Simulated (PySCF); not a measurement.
**EPR parameters of C5H5N2**

Species: C₅H₅N₂ (doublet state).
Cartesian coordinates in Å at the GFN2-xTB level; atoms count from 1:
```xyz
12
C5H5N2 angstrom
C      1.168    0.388   -1.427
N      0.583   -0.580   -0.891
C     -0.439   -0.474    0.038
C     -1.578   -1.204   -0.168
C     -0.244    0.274    1.218
C      0.880    1.037    1.454
N      1.811    1.692    1.653
H      0.895    1.437   -1.289
H      1.992    0.176   -2.093
H     -2.387   -1.183    0.539
H     -1.699   -1.787   -1.062
H     -0.982    0.222    2.003
```

The hyperfine couplings belong to this conformer and change with its torsions.

Identity: `C=NC(=C)[CH]C#N` [radical].

Computed with PySCF 2.14.0, UKS B3LYP, pcH-1 on C H N, non-relativistic, mean-field spin-orbit, GIAO. Isolated species at its GFN2-xTB geometry (one conformer only). Couplings are sensitive to structure, and on GFN2-xTB geometries they can be far from those on DFT ones. The frame is twisted about the N2–C3 bond at this geometry (dihedral C1–N2–C3–C5 = -55°); couplings at other torsion angles weren't computed. Stability of the SCF solution: not tested. ⟨S²⟩ is 0.785 where a pure state has 0.75.

| Property | Result |
| --- | --- |
| g1, g2, g3 | 2.00219, 2.00310, 2.00334 |
| g_iso | 2.00288 |
| Form of g | rhombic: the two nearest values differ by 21 % of g3 − g1 |
| ⟨S²⟩ | 0.7846 (exact 0.7500) |
| HOMO–LUMO gap, α and β orbitals | 4.83, 3.44 eV |
| Total energy | -302.96353 Eh |

Isotropic coupling and dipolar principal values T1 to T3, in MHz:

```
atom  isotope  a_iso     T1     T2    T3  Mulliken spin population
  C1      13C  -12.6   -5.3    2.5   2.8                     -0.03
  N2      14N   -1.8   -2.4    0.3   2.1                      0.01
  C3      13C  -46.0  -25.4   10.6  14.8                     -0.21
  C4      13C   49.5  -48.2  -46.8  94.9                      0.62
  C5      13C   49.9  -45.6  -44.6  90.2                      0.56
  C6      13C  -41.9  -14.4   -1.0  15.4                     -0.15
  N7      14N    6.2  -12.7   -9.7  22.4                      0.27
  H8       1H    2.9   -2.9   -0.3   3.2                      0.00
  H9       1H    4.3   -1.2    0.4   0.8                      0.00
 H10       1H  -37.1  -20.3   -1.8  22.1                     -0.03
 H11       1H  -39.2  -23.2   -0.8  24.0                     -0.03
 H12       1H  -37.1  -17.8   -2.4  20.2                     -0.02
```

Largest spin populations (Mulliken): C4 (+0.62), C5 (+0.56), N7 (+0.27) and C3 (-0.21). Three atoms exceed +0.15. The angles at C4 add up to 360.0°, so it is planar.

C5, the radical centre as drawn in `C=NC(=C)[CH]C#N`, holds a spin population of +0.56 out of 1.

Axes: g2 points within 9° of the C6–N7 bond.

Under fast tumbling the dipolar parts average out, and these isotropic splittings remain (the largest six): 1 × 1H (H11, I = 1/2, 2 lines) with 1.40 mT, 1 × 1H (H12, I = 1/2, 2 lines) with 1.32 mT, 1 × 1H (H10, I = 1/2, 2 lines) with 1.32 mT, 1 × 14N (N7, I = 1, 3 lines) with 0.22 mT, 1 × 1H (H9, I = 1/2, 2 lines) with 0.15 mT and 1 × 1H (H8, I = 1/2, 2 lines) with 0.10 mT.

The 13C coupling of C5 (49.9 MHz) shows only in satellite lines or after enrichment, since that isotope makes up about 1.07 % of natural carbon.

On AMD EPYC, one thread, no GPU, on a shared host, this took 90 s (grids of density and orbitals included) and 0.83 GiB of memory at its peak.
